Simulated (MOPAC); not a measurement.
MOPAC input (PM3):

```
PM3 PRECISE GNORM=0.05 LET XYZ GEO-OK AUX(PRECISION=9) THREADS=1
H4B2O

O     0.00000000 1    0.00000000 1    0.00000000 1
B    -1.16475700 1   -0.65077100 1    0.00373200 1
H    -1.67657700 1   -0.90969200 1   -1.04264600 1
H    -1.64842900 1   -0.94805100 1    1.05330000 1
B     1.16475700 1    0.65077100 1   -0.00373200 1
H     1.15140700 1    1.84376900 1    0.01828100 1
H     2.17359800 1    0.01397300 1   -0.02893500 1
```

Output:

```
 *******************************************************************************
 **                                                                           **
 **                              MOPAC v23.2.5                                **
 **                                                                           **
 *******************************************************************************
 ** MOPAC's Digital Object Identifier: https://doi.org/10.5281/zenodo.6511958 **
 **                                                                           **
 ** Please cite the open-source release paper for use of this MOPAC version:  **
 ** J. E. Moussa and J. J. P. Stewart (2026)                                  **
 ** MOPAC: An open-source semiempirical molecular orbital program             **
 ** J. Open Source Softw., 11(119), 8025, https://doi.org/10.21105/joss.08025 **
 *******************************************************************************

                              PM3 CALCULATION RESULTS

 *******************************************************************************
 *  PM3        - The PM3 Hamiltonian to be used
 *  GEO-OK     - OVERRIDE INTERATOMIC DISTANCE AND OTHER SAFETY CHECKS
 *  LET        - OVERRIDE SOME SAFETY CHECKS
 *  PRECISE    - TIGHTER CRITERIA TO BE USED
 *  XYZ        - CARTESIAN COORDINATE SYSTEM TO BE USED
 *  GNORM      - EXIT WHEN GRADIENT NORM DROPS BELOW 0.050
 *  AUX        - OUTPUT AUXILIARY INFORMATION
 *******************************************************************************
PM3 PRECISE GNORM=0.05 LET XYZ GEO-OK AUX(PRECISION=9) THREADS=1
 H4B2O

   ATOM   CHEMICAL          X               Y               Z
  NUMBER   SYMBOL      (ANGSTROMS)     (ANGSTROMS)     (ANGSTROMS)

     1       O          0.00000000  *   0.00000000  *   0.00000000  *
     2       B         -1.16475700  *  -0.65077100  *   0.00373200  *
     3       H         -1.67657700  *  -0.90969200  *  -1.04264600  *
     4       H         -1.64842900  *  -0.94805100  *   1.05330000  *
     5       B          1.16475700  *   0.65077100  *  -0.00373200  *
     6       H          1.15140700  *   1.84376900  *   0.01828100  *
     7       H          2.17359800  *   0.01397300  *  -0.02893500  *

          CARTESIAN COORDINATES

    NO.       ATOM           X           Y           Z

     1         O          0.0000      0.0000      0.0000
     2         B         -1.1648     -0.6508      0.0037
     3         H         -1.6766     -0.9097     -1.0426
     4         H         -1.6484     -0.9481      1.0533
     5         B          1.1648      0.6508     -0.0037
     6         H          1.1514      1.8438      0.0183
     7         H          2.1736      0.0140     -0.0289

  H: (PM3): J. J. P. STEWART, J. COMP. CHEM. 10, 209 (1989).
  B: (PM3): J. J. P. STEWART, J. MOL. MOD., 10, 155-164 (2004)
  O: (PM3): J. J. P. STEWART, J. COMP. CHEM. 10, 209 (1989).

           Empirical Formula: H4 O B2  =     7 atoms

      MOLECULAR POINT GROUP   :   D2d

      RHF CALCULATION, NO. OF DOUBLY OCCUPIED LEVELS = 8

          Geometry optimization using EF

          DIAGONAL MATRIX USED AS START HESSIAN

 CYCLE:     1  GRAD.:    49.932 HEAT: -67.36680
 CYCLE:     2  GRAD.:   149.258 HEAT: -62.88224
 CYCLE:     3  GRAD.:   158.079 HEAT: -62.55181
 CYCLE:     4  GRAD.:    31.481 HEAT: -68.98640
 CYCLE:     5  GRAD.:    18.409 HEAT: -70.07975
 CYCLE:     6  GRAD.:     1.208 HEAT: -70.19248
 CYCLE:     7  GRAD.:     6.728 HEAT: -70.18825
 CYCLE:     8  GRAD.:     2.578 HEAT: -70.19198
 CYCLE:     9  GRAD.:     0.906 HEAT: -70.19509
 CYCLE:    10  GRAD.:     0.706 HEAT: -70.19515
 CYCLE:    11  GRAD.:     1.167 HEAT: -70.19493
 CYCLE:    12  GRAD.:     0.141 HEAT: -70.19533
 CYCLE:    13  GRAD.:     0.034 HEAT: -70.19533

     GRADIENT =  0.03353 IS LESS THAN CUTOFF =  0.05000

 -------------------------------------------------------------------------------
 PM3 PRECISE GNORM=0.05 LET XYZ GEO-OK AUX(PRECISION=9) THREADS=1
 H4B2O

     GEOMETRY OPTIMISED USING EIGENVECTOR FOLLOWING (EF).
     SCF FIELD WAS ACHIEVED

                              PM3 CALCULATION
                                                       MOPAC v23.2.5 Linux

          FINAL HEAT OF FORMATION =        -70.19533 KCAL/MOL =    -293.69727 KJ/MOL

          COSMO AREA              =         89.74 SQUARE ANGSTROMS
          COSMO VOLUME            =         70.37 CUBIC ANGSTROMS

          GRADIENT NORM           =          0.03353          =       0.01267 PER ATOM
          IONIZATION POTENTIAL    =         11.991634 EV
          HOMO LUMO ENERGIES (EV) =        -11.992  0.582
          NO. OF FILLED LEVELS    =          8
          MOLECULAR WEIGHT        =         41.6510         POINT GROUP:  D2d

          MOLECULAR DIMENSIONS (Angstroms)

            Atom       Atom       Distance
            H     7    H     3     3.97883
            H     6    H     4     2.66456
            H     3    H     6     1.42728

          SCF CALCULATIONS        =         14

   ATOM   CHEMICAL          X               Y               Z
  NUMBER   SYMBOL      (ANGSTROMS)     (ANGSTROMS)     (ANGSTROMS)

     1       O          0.00000031  *  -0.00000147  *  -0.00000026  *
     2       B         -1.15620535  *  -0.64599389  *   0.00370828  *
     3       H         -1.63467405  *  -0.88728511  *  -1.00377513  *
     4       H         -1.60757163  *  -0.92421518  *   1.01415418  *
     5       B          1.15619416  *   0.64599397  *  -0.00370532  *
     6       H          1.12905677  *   1.78661421  *   0.01753586  *
     7       H          2.11322333  *   0.02489071  *  -0.02792356  *

                             CARTESIAN COORDINATES

   1    O        0.000000308    -0.000001474    -0.000000261
   2    B       -1.156205348    -0.645993895     0.003708278
   3    H       -1.634674049    -0.887285107    -1.003775128
   4    H       -1.607571632    -0.924215175     1.014154182
   5    B        1.156194159     0.645993966    -0.003705324
   6    H        1.129056768     1.786614209     0.017535863
   7    H        2.113223329     0.024890711    -0.027923555

           Empirical Formula: H4 O B2  =     7 atoms

      MOLECULAR POINT GROUP   :   D2d

                  EIGENVALUES
 -41.24215 -25.65069 -21.05107 -17.82520 -17.82515 -16.66592 -11.99176 -11.99163
   0.58209   0.58219   2.48473   3.55653   4.00551   4.24383   4.24387   5.58410

              NET ATOMIC CHARGES AND DIPOLE CONTRIBUTIONS

  ATOM NO.   TYPE          CHARGE      No. of ELECS.   s-Pop       p-Pop
    1          O           0.039928        5.9601     1.55593     4.40414
    2          B          -0.157252        3.1573     1.06206     2.09520
    3          H           0.068645        0.9314     0.93136
    4          H           0.068645        0.9314     0.93136
    5          B          -0.157259        3.1573     1.06206     2.09520
    6          H           0.068647        0.9314     0.93135
    7          H           0.068647        0.9314     0.93135
 DIPOLE           X         Y         Z       TOTAL
 POINT-CHG.     0.000    -0.000    -0.000     0.000
 HYBRID        -0.000    -0.000     0.000     0.000
 SUM           -0.000    -0.000    -0.000     0.000

          ATOMIC ORBITAL ELECTRON POPULATIONS

     Atom    s        px        py        pz
    1  O   1.55593   1.32696   1.49945   1.57773
    2  B   1.06206   0.61959   0.47454   1.00107
    3  H   0.93136
    4  H   0.93136
    5  B   1.06206   0.76044   0.92599   0.40877
    6  H   0.93135
    7  H   0.93135

 **********************
 *                    *
 * JOB ENDED NORMALLY *
 *                    *
 **********************

 == MOPAC DONE ==
```

The geometry given is a B3LYP-D3(BJ)/def2-TZVP minimum.
